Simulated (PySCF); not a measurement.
# Frontier orbitals and the lowest excitations

Compound: In(NCO)3, C3InN3O3.
Z-matrix (Å and degrees, PBE0-D3(BJ)/def2-SVP geometry), rows numbered from 1:
```
In
N   1  2.0046
C   2  1.2090  1  143.80
O   3  1.1661  2  176.41  1   179.65
N   1  2.0034  2  120.40  3  -178.13
C   5  1.2084  1  145.80  2    -0.36
O   6  1.1666  5  176.40  1  -179.75
N   1  2.0035  2  120.24  3     2.07
C   8  1.2080  1  145.74  2   179.45
O   9  1.1664  8  176.55  1  -178.81
```

Computed with TDDFT CAM-B3LYP/def2-SVPD, vertical, gas phase, core orbitals frozen in the response, def2 core potentials past Kr in PySCF. Spin–orbit coupling is left out.

Kohn–Sham orbitals with the atoms that hold most of them (Löwdin shares over 4%, at most four atoms; ? is withheld):

```json
{"orbital": "HOMO-3", "ε (eV)": "-10.64", "atoms": "N2 19%, N8 17%, O4 14%, O10 12%"}
{"orbital": "HOMO-2", "ε (eV)": "-10.63", "atoms": "N5 24%, N8 21%, O7 17%, O10 14%"}
{"orbital": "HOMO-1", "ε (eV)": "-10.46", "atoms": "N2 30%, O4 20%, N5 12%, C3 11%"}
{"orbital": "HOMO", "ε (eV)": "-10.45", "atoms": "N8 27%, N5 20%, O10 18%, O7 13%"}
{"orbital": "LUMO", "ε (eV)": "?", "atoms": "?"}
{"orbital": "LUMO+1", "ε (eV)": "-1.45", "atoms": "In1 62%, N5 7%, N8 7%, N2 7%"}
{"orbital": "LUMO+2", "ε (eV)": "0.29", "atoms": "In1 50%, C3 7%, C6 6%, C9 6%"}
```

(1) Give the leading atoms of the LUMO.

(2) What is the LUMO energy, and the HOMO–LUMO gap?

Answers

(1) In1 (bonded to 3 N) 53%; N2 (bonded to C and In) 11%; N5 (bonded to C and In) 11%; N8 (bonded to C and In) 11%. By element: indium 53%, nitrogen 33%.

(2) ε(LUMO) = -1.62 eV; the gap is 8.82 eV (0.3242 hartree).

Question: How does S1 compare with the orbital gap of 8.82 eV?

Answer: S1 is at 5.57 eV (f = 0.0001), 3.26 eV below the gap, made of HOMO-1→LUMO (91%). S1/S2 lie within about 0.01 eV of each other. 

Next come S2 at 5.57 eV (f 0.0000), HOMO→LUMO (91%); S3 at 5.80 eV (f 0.0070), HOMO-2→LUMO (60%), HOMO-1→LUMO+1 (14%), HOMO→LUMO+1 (10%); S4 at 5.80 eV (f 0.0054), HOMO-3→LUMO (58%), HOMO→LUMO+1 (14%), HOMO-1→LUMO+1 (11%); S5 at 5.92 eV (f 0.0000), HOMO-4→LUMO (84%).

Orbitals of the list HOMO-3 to LUMO+2 that lie within 0.01 eV of each other are written together with a slash and their weights summed (≥ marks a lower bound); for degenerate orbitals outside that list single weights are arbitrary.

One conformer stands for the species.
